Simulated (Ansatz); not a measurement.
Na₈Cl₈ (started as a model of: 2x2x4 NaCl rock-salt block). Total charge 0; singlet. Geometry PBE-D4/def2-SVP; atoms count from 1.

```xyz
16

Na    1.5975    0.9400   -3.8236
Cl    2.0586    0.3143   -1.3093
Na    1.8625   -0.3240    1.2701
Cl    2.1019   -0.9636    3.8463
Cl   -0.1158   -0.9704   -4.3801
Na   -0.0447   -1.4465   -1.7587
Cl    0.0241   -2.3427    0.7495
Na    0.0948   -2.5880    3.3688
Cl   -0.0968    2.9049   -3.4194
Na   -0.0272    2.1005   -0.8795
Cl    0.0441    1.7211    1.7567
Na    0.1111    0.7142    4.1873
Na   -1.8035    0.9340   -3.7324
Cl   -2.1268    0.3070   -1.1970
Na   -1.7906   -0.3303    1.3681
Cl   -1.8893   -0.9705    3.9533
```

Estimate the Mulliken populations from the PBE0/def2-SVP orbitals of Ansatz.


```csv
atom,charge (e)
Na1,0.51
Cl2,-0.47
Na3,0.44
Cl4,-0.48
Cl5,-0.48
Na6,0.44
Cl7,-0.47
Na8,0.51
Cl9,-0.48
Na10,0.44
Cl11,-0.47
Na12,0.51
Na13,0.51
Cl14,-0.47
Na15,0.44
Cl16,-0.48
```
Mulliken values and Mayer orders depend strongly on the basis.

And the Mayer bond orders between bonded heavy atoms (over 0.3)?

Na1–Cl5 0.33 (2.63 Å); Na1–Cl9 0.33 (2.63 Å); Na3–Cl4 0.30 (2.67 Å); Cl4–Na8 0.33 (2.63 Å); Cl4–Na12 0.33 (2.63 Å); Cl5–Na6 0.30 (2.67 Å); Cl5–Na13 0.33 (2.63 Å); Na8–Cl16 0.33 (2.63 Å); Cl9–Na10 0.30 (2.67 Å); Cl9–Na13 0.33 (2.63 Å); Na12–Cl16 0.33 (2.63 Å); Na15–Cl16 0.30 (2.67 Å).
